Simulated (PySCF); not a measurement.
**I: electron affinity**

I⁻ [Xe] (1S) → I [Kr] 4d10 5s2 5p5 (2P), as a difference of total energies. Calculation: PySCF 2.14, in def2-QZVPPD with the def2 core potential (28 electrons) (8s7p5d4f1g, 91 functions); a scalar-relativistic core potential. Correlated levels: valence: 4s2 4p6 4d10 frozen; valence and next inner shell: nothing frozen outside the core potential. The calculations carry no spin-orbit coupling.

| method | electron affinity (eV) |
| --- | --- |
| UHF | 2.293 |
| LDA | 3.504 |
| PBE | 3.245 |
| PBE0 | 3.234 |
| r2SCAN | 3.258 |
| BLYP | 3.154 |
| BP86 | 3.376 |
| HSE06 | 3.251 |
| wB97M-V | 3.174 |
| MP2 (valence) | 3.257 |
| SCS-MP2 (valence) | 3.200 |
| MP2 (valence and next inner shell) | 3.345 |
| SCS-MP2 (valence and next inner shell) | 3.259 |

Question: How much does correlation contribute at MP2 (valence and next inner shell)?

Answer: 3.345 − (2.293) = 1.052 eV, measured against UHF.

The reference lies between the lowest fine-structure levels, while these numbers refer to the centres of the terms.

Errors of the correlated levels include the incompleteness of this basis and the frozen core.

In the anion the highest occupied orbital energy is positive at BLYP, a self-interaction effect; the basis confines that electron, and the energy difference can still be sensible.

For comparison: 3.059 eV (measured; photodetachment measurements, as compiled on the Wikipedia data page of electron affinities).
